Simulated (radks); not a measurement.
Results of a calculation; reference values are marked as such.
Question: All-electron atom: the tellurium ion Te2+ in [Kr] 4d10 5s1.75 5p2 6s0.25 (fractional occupations, a model configuration). Code: a radial shooting solver on a logarithmic mesh with Libxc functionals. Model: scalar-relativistic Kohn-Sham, BLYP, spin-polarised, spherical densities, point nucleus; open shells are filled with parallel spins first (spin-orbit coupling, left out, can overturn this in heavy ions). Some entries of the table are withheld. Estimate them.

orbital  occ.  eigenvalue (hartree)  <1/r> (bohr^-1)  <r^2> (bohr^2)
1s up       1             -1163.303            55.58        0.001048
1s down     1             -1163.300            55.58        0.001048
2s up       1             -179.0405            12.72         0.01694
2s down     1             -179.0390            12.72         0.01694
2p up       3             -160.8133            12.19         0.01339
2p down     3             -160.8108            12.19         0.01339
3s up       1             -36.23145            4.544          0.1187
3s down     1             -36.22858            4.544          0.1186
3p up       3             -30.30785            4.322          0.1190
3p down     3             -30.30467            4.322          0.1190
3d up       5             -21.34804            4.088          0.1044
3d down     5             -21.34503            4.088          0.1043
4s up       1              -6.79716            1.824          0.6603
4s down     1              -6.79036            1.824          0.6599
4p up       3              -4.96038            1.665          0.7685
4p down     3              -4.95313            1.666          0.7669
4d up       5              -2.28693              (1)           1.105
4d down     5              -2.27483              (2)           1.092
5s up       1              -1.26375           0.6610           4.326
5s down  0.75              -1.20462           0.6643           4.335
5p up       2              -0.87553           0.5551           6.016
5p down     0              -0.81656           0.5499           6.205
6s up    0.25              -0.41055           0.2875           22.42

Answer: 
(1) 4d up <1/r> (bohr^-1): 1.370
(2) 4d down <1/r> (bohr^-1): 1.376
